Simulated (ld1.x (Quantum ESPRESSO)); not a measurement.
# Scattering properties, PAW potential for europium (Eu)

europium (Eu), PAW, made with ld1.x (Quantum ESPRESSO) 7.5 (LDA (PZ), fully relativistic). Core [Kr] 4d10 5s2, reference 4f7 5p6 5d0 6s0 6p0 (charge +2). Waves: 6s (bound, empty): rcut 3.10, rcutus 3.65 bohr; 6s channel at -0.55 Ry: rcut 3.10, rcutus 3.65 bohr; 5p (bound): rcut 2.05, rcutus 2.50 bohr; 6p (bound, empty): rcut 2.05, rcutus 2.50 bohr; 5d (bound, empty): rcut 1.80, rcutus 2.45 bohr; 5d channel at -0.1 Ry: rcut 1.80, rcutus 2.45 bohr; 4f (bound): rcut 1.30, rcutus 1.60 bohr; 4f channel at -0.8 Ry: rcut 1.30, rcutus 1.60 bohr. Local part: all-electron potential smoothed inside 2.70 bohr (lloc = -2). Core correction: a·sin(br)/r model core, default radius (core density twice the valence density). Augmentation charge: BESSEL, radius 1.35 bohr.

Open shells are filled in proportion to 2j + 1 (rel_dist='average').

The phase is arctan(r·u′/u) with u = r·R(r), unwrapped; energies in Ry, scanned from -5 to 5 Ry. A pole is an energy at which the radial function vanishes at the test radius. The pseudo phase is shifted by a multiple of π to meet the all-electron one at the reference energy, and phase errors are pseudo minus all-electron; the curves can meet again beyond the range given. Levels narrower than the energy grid can be missing from the lists of poles.

For each channel, where are the poles, and over which energies does the pseudopotential scatter like the atom?

```tsv
channel	radius (bohr)	reference energy (Ry)	poles, all-electron	poles, pseudo	unbroken range about the reference energy with phases within 0.05 rad	phase error 1 Ry above the reference energy (rad)
s	3.96	-1.03	-0.35, 3.62	-0.35, 0.71, 3.50	-4.3 to 0.5	-0.001
p1/2	3.96	-0.75	-2.94, 0.29, 4.40	-2.94, 0.29, 4.15	below 1.8	-0.001
p3/2	3.96	-0.71	-2.65, 0.47, 4.68	-2.65, 0.47, 4.37	below 2.0	-0.001
d3/2	3.96	-1.03	-0.85, 1.84	-0.85, 1.87	below 3.3	+0.000
d5/2	3.96	-1.00	-0.82, 1.90	-0.82, 1.92	below 3.3	+0.000
```

The ghost test of this file was not conclusive.

Phases in the d3/2 channel:

| E (Ry) | all-electron | pseudo |
| --- | --- | --- |
| -5.00 | 1.447 | 1.447 |
| -4.74 | 1.443 | 1.443 |
| -4.48 | 1.438 | 1.438 |
| -4.22 | 1.433 | 1.433 |
| -3.96 | 1.428 | 1.428 |
| -3.70 | 1.421 | 1.421 |
| -3.44 | 1.414 | 1.414 |
| -3.18 | 1.405 | 1.405 |
| -2.92 | 1.394 | 1.394 |
| -2.66 | 1.381 | 1.381 |
| -2.40 | 1.365 | 1.365 |
| -2.14 | 1.342 | 1.342 |
| -1.88 | 1.309 | 1.309 |
| -1.62 | 1.250 | 1.250 |
| -1.36 | 1.093 | 1.093 |
| -1.10 | -0.476 | -0.476 |
| -0.84 | -1.586 | -1.586 |
| -0.58 | -1.748 | -1.748 |
| -0.32 | -1.869 | -1.869 |
| -0.06 | -2.055 | -2.055 |
| 0.20 | -2.553 | -2.553 |
| 0.46 | -3.747 | -3.745 |
| 0.72 | -4.317 | -4.315 |
| 0.98 | -4.507 | -4.506 |
| 1.24 | -4.600 | -4.599 |
| 1.50 | -4.658 | -4.656 |
| 1.76 | -4.700 | -4.698 |
| 2.02 | -4.736 | -4.732 |
| 2.28 | -4.769 | -4.763 |
| 2.54 | -4.804 | -4.796 |
| 2.80 | -4.846 | -4.832 |
| 3.06 | -4.906 | -4.880 |
| 3.32 | -5.011 | -4.953 |
| 3.58 | -5.266 | -5.089 |
| 3.84 | -6.234 | -5.446 |
| 4.10 | -7.287 | -6.557 |
| 4.36 | -7.564 | -7.325 |
| 4.62 | -7.672 | -7.556 |
| 4.88 | -7.730 | -7.656 |
